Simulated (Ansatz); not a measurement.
Start from `C[CH2][Ga]([OH])[OH]` and change one element to get `CCB(O)O`.

Ansatz, PBE0-D4/def2-TZVP geometries, multiplicity 1. Each molecule was computed in one conformer, which needn't be the lowest.

Scalar relativity is left out up to krypton.

| property | `C[CH2][Ga]([OH])[OH]` |
| --- | --- |
| LUMO energy (B3LYP/def2-TZVPP) / eV | -0.59 |
| zero-point energy (PBE0-D4/def2-TZVP) / kJ/mol | 241.5 |
| HOMO energy (PBE/def2-TZVPP) / eV | -6.79 |
| HOMO energy (PBE0/def2-TZVPP) / eV | -8.24 |
| HOMO–LUMO gap (PBE0/def2-TZVPP) / eV | 8.02 |
| size of the dipole moment (ωB97M-V/def2-TZVPP) / D | 0.45 |

Problem. Give the same properties after the change, and the shifts. (Estimate.)

Solution. The calculation gave: 
```tsv
property	`CCB(O)O`	shift
LUMO energy (B3LYP/def2-TZVPP) / eV	0.33	0.92
zero-point energy (PBE0-D4/def2-TZVP) / kJ/mol	262.4	20.9
HOMO energy (PBE/def2-TZVPP) / eV	-7.27	-0.48
HOMO energy (PBE0/def2-TZVPP) / eV	-8.74	-0.50
HOMO–LUMO gap (PBE0/def2-TZVPP) / eV	9.43	1.41
size of the dipole moment (ωB97M-V/def2-TZVPP) / D	1.36	0.91
```

With PBE0 the HOMO falls by 0.50 eV and the LUMO rises by 0.90 eV, so the gap widens by about 1.40 eV. PBE moves the HOMO by -0.48 eV and ωB97M-V by -0.60 eV. Dipoles are sizes alone; their direction can turn.

B3LYP here is the variant with VWN-RPA as its local correlation; programs differ in this.
